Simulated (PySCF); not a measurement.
## Pb: ionisation energy

Pb [Xe] 4f14 5d10 6s2 6p2 [6p1/2^2, M_J = 0] → Pb⁺ [Xe] 4f14 5d10 6s2 6p1 [6p1/2^1, M_J = 1/2], as a difference of total energies. Computed with PySCF 2.14 in x2c-QZVPPall-2c (16s16p12d7f1g, 182 functions), with the two-component X2C-1e Hamiltonian. Correlated levels: [Kr] 4d10 4f14 frozen; the 58 highest virtual spinors dropped. "Screened" scales the spin-orbit matrix elements by Boettger's factors to mimic the two-electron term; Breit and QED terms are absent.

| method | ionisation energy (eV) |
| --- | --- |
| GHF (spin-free) | 6.497 |
| GMP2 (spin-free) | 7.033 |
| GHF (screened spin-orbit) | 6.435 |
| GMP2 (screened spin-orbit) | 7.234 |

The spin-free rows relax to the high-spin LS determinant and lack the spin-orbit shift.

The labels give the starting determinants; with spin-orbit coupling the two ends relaxed to ⟨J²⟩ = 0.00, ⟨L²⟩ = 1.52, ⟨S²⟩ = 1.52 and ⟨J²⟩ = 0.76, ⟨L²⟩ = 2.22, ⟨S²⟩ = 0.95.

Problem. Which method comes closest to the reference value, and which is furthest?

Solution. The reference is 7.417 eV (measured; NIST Atomic Spectra Database, ionization energies). Closest: GMP2 (screened spin-orbit) (error -0.183 eV); furthest: GHF (screened spin-orbit) (error -0.982 eV).
